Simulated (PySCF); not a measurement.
Static response to an electric field

Species: C4H9GeP.
Cartesian coordinates in Å at the PBE0-D3(BJ)/def2-SVP level; atoms count from 1:
```
atom  x, y, z in Å
P1     2.375    1.237   -1.469
Ge2    0.708    0.959    0.130
C3    -1.081    0.987   -0.702
C4    -1.576   -0.410   -0.451
C5    -0.843   -1.279    0.263
C6     0.490   -0.875    0.829
H7     2.098   -0.026   -2.079
H8     3.405    0.702   -0.635
H9     0.906    2.028    1.223
H10   -1.046    1.227   -1.778
H11   -1.737    1.743   -0.238
H12   -2.547   -0.715   -0.858
H13   -1.214   -2.295    0.441
H14    0.489   -0.893    1.932
H15    1.299   -1.549    0.505
```

Level: CAM-B3LYP/def2-SVPD (PySCF), static field, nuclei fixed, core orbitals frozen in the response. The polarisability tensor in these axes (au):

```
x   113.66   7.01  -4.50
y     7.01  99.58  -8.88
z    -4.50  -8.88  95.06
```

Q: Diagonalise the tensor; give its mean and Δα, where Δα² is half the sum of the squared differences of the eigenvalues.

A: Principal values 88.13, 101.05 and 119.12 au; mean 102.77 au = 15.23 Å³ = 16.94 × 10⁻⁴⁰ C²·m²/J; Δα = 26.96 au (26 % of the mean).

Q: What is the dipole moment, and where does it point?

A: (-0.46, -0.73, 0.54) D, 1.02 D in size, pointing from the negative to the positive side. Measured along this direction, the outermost atoms are P1 at the negative end and H13 at the positive end.

Q: What would n − 1 = 2πNα be for an ideal gas of these molecules at 500 K and 1 atm, electronic part alone?

A: N = p/kT = 1.4678 × 10¹⁹ cm⁻³, so n − 1 = 2π × N × 15.23 × 10⁻²⁴ cm³ = 1404 × 10⁻⁶ at long wavelengths, for an ideal gas.

Q: Give the principal axes and the span of the nuclei along them.

A: Largest value along (0.84, 0.45, -0.32), where the nuclei span 5.54 Å; middle along (-0.55, 0.64, -0.54), 4.29 Å; least along (-0.03, 0.63, 0.78), 3.90 Å. The response follows the extents in order.

Q: Form Σ f/ω² (atomic units) for the 10 lowest TDDFT singlets, given as eV and f, and set it beside the mean polarisability, which is this sum over all singlets: 6.44, 0.0381; 6.55, 0.0188; 6.68, 0.0158; 6.79, 0.2053; 6.97, 0.1154; 7.13, 0.0019; 7.19, 0.0538; 7.32, 0.0026; 7.52, 0.0325; 7.58, 0.0155.

A: They add up to 7.78 au, 7.6 % of the 102.77 au; the largest single term is 3.29 au, from the state at 6.79 eV. Terms in order: 0.68, 0.33, 0.26, 3.29, 1.76, 0.03, 0.77, 0.04, 0.43, 0.20 au. Higher excitations give the rest. The strengths listed sum to 0.500.

Q: Find the Langevin capture rate constant for NO+ (29.998 u) meeting this molecule (161.965 u), k = 2.342 × 10⁻⁹ cm³/s × √(α in Å³ / reduced mass in u).

A: The reduced mass is 25.31 u, so k = 1.82 × 10⁻⁹ cm³/s. The formula leaves out the permanent dipole, which adds to the capture rate.

Q: What are the principal values of the traceless quadrupole moment, Θ = ½Σq(3rr − r²1), about the centre of nuclear charge?

A: -5.29, 0.58, 4.72 D·Å. The values depend on the origin, since the dipole doesn't vanish. The electronic extent ⟨r²⟩ about the same centre is 1059 bohr², a root-mean-square distance of 1.93 Å for the 80 electrons.

One conformer (not necessarily the lowest) at the PBE0-D3(BJ)/def2-SVP geometry, without solvent, vibrations or thermal averaging. The calculation is non-relativistic, for germanium too.
